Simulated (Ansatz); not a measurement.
All numbers were calculated with Ansatz.

ClH₂MoNS₂ (`[NH2][Mo](=[S])(=[S])[Cl]`) at its PBE0-D4/def2-TZVP geometry, where that method's forces vanish. The species carries charge 0 and has multiplicity 1. Mo takes the def2 core potential.

| atom | x (Å) | y (Å) | z (Å) |
| --- | --- | --- | --- |
| N1 | -0.057 | -1.070 | -0.590 |
| Mo2 | 0.036 | 0.587 | 0.332 |
| S3 | -1.919 | 1.213 | 0.749 |
| S4 | 1.008 | 1.969 | -0.906 |
| Cl5 | 1.187 | 0.341 | 2.255 |
| H6 | -0.840 | -1.704 | -0.518 |
| H7 | 0.584 | -1.336 | -1.323 |

**Question.** For each bond, give half the difference of the two atoms' forces along it (eV/Å; positive pushes the atoms apart) under PBE-D4, r2SCAN-D4, B3LYP-D4, ωB97M-V in def2-TZVPP. (Estimate.)

**Answer.** The calculation gave: 
```csv
bond,length (Å),PBE-D4,r2SCAN-D4,B3LYP-D4,ωB97M-V
N1–Mo2,1.898,0.07,0.12,0.21,0.09
N1–H6,1.010,0.13,-0.05,-0.11,-0.02
N1–H7,1.010,0.13,-0.05,-0.11,-0.02
Mo2–S3,2.095,0.52,0.31,0.29,-0.30
Mo2–S4,2.095,0.52,0.31,0.29,-0.30
Mo2–Cl5,2.254,-0.11,-0.07,0.14,0.30
```

B3LYP here is the variant with VWN-RPA as its local correlation; programs differ in this.
